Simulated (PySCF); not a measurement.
## MgTe⁻: energy against distance

Set-up: basis Mg aug-cc-pVDZ, Te aug-cc-pVDZ-PP with ECP28; scalar-relativistic core potentials; PySCF 2.14. Energies in eV from Mg + Te⁻ in their ground configurations at the same level. State: ²Σ⁺ (doublet), unpaired electrons σ ↑.

All columns are ωB97X. A positive dipole points towards Te; it is taken about the centre of mass and depends on that origin.

```json
{"R (Å)": "2.214", "E (eV)": "-0.761", "μ (D)": "1.69", "Mulliken charge on Mg (basis-dependent)": "-0.66", "HOMO (eV)": "-2.07", "LUMO (eV)": "2.43", "Mayer bond order": "1.79", "⟨S²⟩": "0.75"}
{"R (Å)": "2.317", "E (eV)": "-1.182", "μ (D)": "1.41", "Mulliken charge on Mg (basis-dependent)": "-0.56", "HOMO (eV)": "-2.20", "LUMO (eV)": "2.36", "Mayer bond order": "1.70", "⟨S²⟩": "0.75"}
{"R (Å)": "2.420", "E (eV)": "-1.409", "μ (D)": "1.14", "Mulliken charge on Mg (basis-dependent)": "-0.45", "HOMO (eV)": "-2.31", "LUMO (eV)": "2.32", "Mayer bond order": "1.61", "⟨S²⟩": "0.76"}
{"R (Å)": "2.497", "E (eV)": "-1.487", "μ (D)": "0.97", "Mulliken charge on Mg (basis-dependent)": "-0.37", "HOMO (eV)": "-2.39", "LUMO (eV)": "2.30", "Mayer bond order": "1.55", "⟨S²⟩": "0.76"}
{"R (Å)": "2.574", "E (eV)": "-1.507", "μ (D)": "0.81", "Mulliken charge on Mg (basis-dependent)": "-0.30", "HOMO (eV)": "-2.47", "LUMO (eV)": "2.29", "Mayer bond order": "1.47", "⟨S²⟩": "0.76"}
{"R (Å)": "2.651", "E (eV)": "-1.485", "μ (D)": "0.68", "Mulliken charge on Mg (basis-dependent)": "-0.24", "HOMO (eV)": "-2.54", "LUMO (eV)": "2.29", "Mayer bond order": "1.40", "⟨S²⟩": "0.76"}
{"R (Å)": "2.754", "E (eV)": "-1.408", "μ (D)": "0.56", "Mulliken charge on Mg (basis-dependent)": "-0.18", "HOMO (eV)": "-2.62", "LUMO (eV)": "2.30", "Mayer bond order": "1.29", "⟨S²⟩": "0.77"}
{"R (Å)": "2.883", "E (eV)": "-1.271", "μ (D)": "0.51", "Mulliken charge on Mg (basis-dependent)": "-0.13", "HOMO (eV)": "-2.66", "LUMO (eV)": "2.33", "Mayer bond order": "1.13", "⟨S²⟩": "0.77"}
{"R (Å)": "3.037", "E (eV)": "-1.086", "μ (D)": "0.61", "Mulliken charge on Mg (basis-dependent)": "-0.10", "HOMO (eV)": "-2.65", "LUMO (eV)": "2.37", "Mayer bond order": "0.92", "⟨S²⟩": "0.78"}
{"R (Å)": "3.243", "E (eV)": "-0.861", "μ (D)": "0.83", "Mulliken charge on Mg (basis-dependent)": "-0.09", "HOMO (eV)": "-2.67", "LUMO (eV)": "2.44", "Mayer bond order": "0.64", "⟨S²⟩": "0.79"}
```

A fit through these points gives, at Re = 2.568 Å, μ = 0.82 D and dμ/dR = -1.92 D/Å; the reduced mass is 20.25 u.

**Question.** How strong is the fundamental in the double-harmonic approximation, I = 42.26·(dμ/dR)²/μred km/mol?

**Answer.** I = 42.26·(-1.92)²/20.25 = 7.69 km/mol at ωB97X.

Spin–orbit coupling is left out, which matters for elements this heavy, above all for dissociation energies. For an ion De counts to the pair picked by the measured ionisation energies or electron affinities, which need not be the lowest pair at this level. The state was picked by a PBE0 search and need not be the measured ground state.
